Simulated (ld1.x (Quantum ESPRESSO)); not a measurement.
# Varying the TM semilocal potential for phosphorus

Base potential:

```
Element                 : P
Generator               : ld1.x (Quantum ESPRESSO) 7.5
Type                    : norm-conserving Troullier–Martins (semilocal form)
Functional              : PBE
Relativity              : scalar-relativistic
Frozen core             : [Ne]
Valence charge          : 5
Reference configuration : 3s1 3p4
Partial waves           : 3s (bound): rc 1.50 bohr; 3p (bound): rc 1.50 bohr; 3d channel at -0.05 Ry: rc 1.30 bohr
Local potential         : the d channel
Core correction         : none
```

Cutoffs, loose and tight: the cutoffs (Ry, on a coarse ladder) from which the occupation-weighted sum of valence levels, in a spherical-Bessel basis at the reference potential, stays within 10 and 1 mRy of its value at 400 Ry. They do not see the model core or the augmentation charge, which bear on the density cutoff. Test errors are all-electron minus pseudo excitation energies from the reference, over the configurations 3s2 3p3; 3s2 3p2; 3s2 3p1; 3s2 3p0; 3s2 3p3.3; 3s1 3p3; 3s2 3p2.5. A dash means not determined; rows that change the core or the reference have their own tests.

In the semilocal form every listed channel keeps its own potential, so the choice of the local channel does not act on these tests. It acts once the file is put into the separable form.

A semilocal file is local in each channel, so a ghost entry of none says nothing of the separable form that plane-wave codes build from it.

| change | outcome | cutoff, loose | cutoff, tight | bound ghosts | largest test error (meV) |
| --- | --- | --- | --- | --- | --- |
| base | generated | 18 Ry | 50 Ry | none | +27 |
| wave 3p (bound): rc 1.50 bohr becomes 3p (bound): rc 1.06 bohr | generated | 160 Ry | 260 Ry | none | +164 |
| core correction a·sin(br)/r model core inside 1.52 bohr | generated | 18 Ry | 50 Ry | none | +32 |
| reference 3s2 3p3 | generated | 30 Ry | 50 Ry | none | +41 |
| all radii scaled by about 0.81 (s 1.22, p 1.22, d 1.06 bohr) | generated | 80 Ry | 120 Ry | none | +37 |
| wave 3d channel at -0.05 Ry: rc 1.30 bohr becomes 3d channel at -0.05 Ry: rc 1.38 bohr | generated | 18 Ry | 50 Ry | none | +26 |
| wave 3d channel at -0.05 Ry: rc 1.30 bohr becomes 3d channel at -0.17 Ry: rc 1.30 bohr | generated | 18 Ry | 50 Ry | none | +27 |
| form changed from semilocal to separable (Kleinman–Bylander), still TM; local potential the p channel | generated | 18 Ry | 50 Ry | none | +24 |
| local potential the p channel | generated | 18 Ry | 50 Ry | none | +27 |

(1) What comes out with this change to the base: wave 3s (bound): rc 1.50 bohr becomes 3s (bound): rc 2.26 bohr?

Answers

(1) outcome: generated; cutoff, loose: 12 Ry; cutoff, tight: 45 Ry; bound ghosts: none; largest test error (meV): +204.
